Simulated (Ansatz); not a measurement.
Ansatz (an electronic-structure program) input:

Ansatz 0.2 input:
```yaml
crystal:
  periodic: [false, false, false]
  atoms:
    - {symbol: Nb, position_ang: [0.12070432, -0.07659453, -0.23669381]}
    - {symbol: O, position_ang: [-1.56558644, -0.88898171, 0.21143092]}
    - {symbol: O, position_ang: [-0.46653654, 1.37658957, -0.34808800]}
    - {symbol: F, position_ang: [1.24920932, -0.10396104, 1.20472795]}
basis:
  gaussian:
    orbitals: def2-TZVP
hamiltonian:
  xc: b3lyp
  dispersion: d3bj
total_charge: 1
magnetization: {spin_polarized: true, initial_magnetization: 1}
relax: {f_tol: 0.002, max_steps: 150}
```

### Question
Which total energy does the run end on?

### Answer
-307.15540 Eh (B3LYP-D3(BJ)/def2-TZVP). The basis has 133 functions.

The spin state was set by rule; other spins were not relaxed.
